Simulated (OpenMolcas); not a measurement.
**As IV: CASPT2 settings compared**

```
Program             : OpenMolcas 26.06
Basis               : ANO-R3 [7s6p5d3f2g]
Scalar Hamiltonian  : X2C, finite nucleus
Active space        : 2 electrons in 8 orbitals (4s 4p 5s 5p)
State averaging     : 2S+1 = 1 even, 1 root; 2S+1 = 1 odd, 3 roots; 2S+1 = 3 odd, 3 roots kept (CI in the orbitals of an earlier block)
Spin-orbit coupling : state interaction with AMFI integrals over the reference wave functions, term energies averaged over their components
```

Methods on the same reference wave functions:
A. CASSCF
B. SS-CASPT2, IPEA 0.6 Eh, real shift 0.05 Eh (closed shells correlated: none)
C. SS-CASPT2, IPEA 0.1 Eh, no level shift (closed shells correlated: 3s 3p 3d)
D. SS-CASPT2, IPEA 0.75 Eh, real shift 0.3 Eh (closed shells correlated: 3d)

Energies in cm-1 above 4s2 1S0, the measured ground level; measured values from Moore, Atomic Energy Levels, vol. II, NSRDS-NBS 35 (1971 reprint of NBS Circular 467, 1952).

```csv
Level,A,B,C,D,Measured
4s2 1S0,0.0,0.0,0.0,0.0,0.0
4s 4p 3P* 0,74221,73153,75776,75589,
4s 4p 3P* 1,75274,74200,76816,76631,76962
4s 4p 3P* 2,77511,76443,79066,78879,79492
4s 4p 1P* 1,121033,113734,111732,112673,112022
```

Deviations, from unrounded energies. A percentage is the sum of absolute deviations over the sum of measured energies, with the sign that they share, or ± where signs differ.

```
           Against measurement  Levels     A     B     C     D
mean absolute deviation (cm-1)       3  4200  2500   290   530
      other configurations (%)       3  ±4.7  ±2.8  -0.3  ±0.6
```

C lies closest to measurement on these levels and A furthest from it. The largest miss of C in the table is 4s 4p 3P* 2, by -430 cm-1. The ranking rests on the paired levels alone, and a cruder setting can come out closer through cancelling errors.

Among B to D the level of the table that moves most is 4s 4p 3P* 0, by 2600 cm-1 (lowest in B, highest in C).

The lowest spin-free term lies below A's lowest term by 0.002 hartree in B, 0.834 hartree in C, 0.472 hartree in D.

Terms from blocks run as CI alone lack orbitals of their own. Active for correlation alone: 5p 5s; no level in the range computed is led by a configuration that fills them, so any true level of that kind is missing. Computed and measured levels are paired by configuration, term and J; levels that our copy of the source lacks, or whose pairing is in doubt (as where it misses far off the trend of its configuration), stay unpaired and out of the deviations. Levels of configurations outside the active space are missing.

* marks odd parity.
